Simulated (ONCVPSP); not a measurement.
# Sr (Z = 38), ONCV: configuration errors across variants

| Item | Value |
| --- | --- |
| Element | Sr |
| Generator | ONCVPSP 4.0.1 |
| Type | optimised norm-conserving Vanderbilt (ONCV) |
| Functional | LDA (Perdew-Zunger) |
| Relativity | scalar-relativistic |
| Frozen core | [Ar] 3d10 |
| Valence charge | 10 |
| Reference configuration | 4s2 4p6 5s1.5 (charge +0.5) |
| Partial waves | 4s+5s: rc 2.25 bohr, ncon 3, nbas 7, qcut 5.8 1/bohr, 2 projectors; 4p: rc 2.20 bohr, ncon 5, nbas 9, qcut 6.8 1/bohr, 2 projectors, debl 2 Ha; d scattering state at 0.37 Ha: rc 2.35 bohr, ncon 5, nbas 8, qcut 3.9 1/bohr, 3 projectors, debl 3.1 Ha |
| Local potential | polynomial inside 1.65 bohr (lpopt 5, dvloc0 0 Ha) |
| Core correction | none |

In the d channel the program set the typed energies aside and used 0.050, 3.150, 6.250 Ha.

All-electron excitation energies from the reference (eV): (1) 4s2 4p6 5s2 -2.413; (2) 4s2 4p6 5s1 3.651; (3) 4s2 4p6 5s0 14.832; (4) 4s2 4p5 5s2 25.967.

3 further variants failed, have other tests or another functional or relativity, and are left out.

Errors AE − PS in meV (a dash: test not solved or not reliable):

```tsv
change	(1)	(2)	(3)	(4)	bound ghosts	GHOST(+) flags above zero
base	+0.1	-0.3	-1.9	+2.9	none	none
p: rc 3.24	+0.1	-0.3	-1.9	+8.0	none	none
core correction Teter function, fcfact 2, rcfact 1.5	+0.1	-0.3	-2.4	-5.5	none	none
s: nbas 6	+0.1	-0.3	-1.8	+2.4	none	none
all radii scaled by about 1.24 (s 2.80, p 2.74, d 2.92 bohr); local potential polynomial inside 2.06 bohr (lpopt 5, dvloc0 0 Ha)	+0.1	-0.3	-2.6	+0.6	none	none
```

(1) Give the same row for: s: qcut 7.4.

## Answers

(1) +0.1, -0.2, -1.1, -4.5; bound ghosts: none; GHOST(+) flags above zero: none.
